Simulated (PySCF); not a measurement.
Method: PBE0-D3(BJ)/def2-TZVP // PBE0-D3(BJ)/def2-SVP in PySCF. All species are isolated molecules in the gas phase. One relaxed conformer stands for a flexible species; it need not be the lowest. Excitations are Tamm–Dancoff values on a coarser integration grid. The basis has no diffuse functions, so Rydberg states are missing or too high.

Reference species: [Ga(H)3(NH3)] (neutral, multiplicity 1).

```json
{
  "HOMO–LUMO gap": "7.20 eV",
  "S1 oscillator strength": "0.006",
  "T1 excitation (TDA)": "5.79 eV",
  "HOMO": "-7.47 eV"
}
```

Changed species: [Ga(H)3(H2O)] (adduct with H2O; the reference has adduct with NH3).

Predict the effect on the HOMO–LUMO gap, S1 oscillator strength, T1 excitation (TDA) and HOMO.

the HOMO–LUMO gap decreases by 0.14 eV, to 7.06 eV; the S1 oscillator strength stays essentially unchanged; the T1 excitation (TDA) falls by 0.32 eV, to 5.47 eV; the HOMO decreases by 0.24 eV, to -7.71 eV.
